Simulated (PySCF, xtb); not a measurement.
Si(OSiH3)2(F)2 (F2H6O2Si3), SMILES F[Si](F)(O[SiH3])O[SiH3].

GFN2-xTB (xtb 6.7.1) at its own geometry gives an orbital gap of 6.23 eV and a dipole moment of 2.32 D.

Coordinates come from a r2SCAN-D4/def2-SVP optimisation. The values are those of a single conformer.

Task: What does PySCF with PBE/def2-TZVP give? (The exact figures need the calculation; the answer reports its results.)

Result: gap 6.51 eV (levels -7.88 and -1.37 eV), dipole 2.00 D.
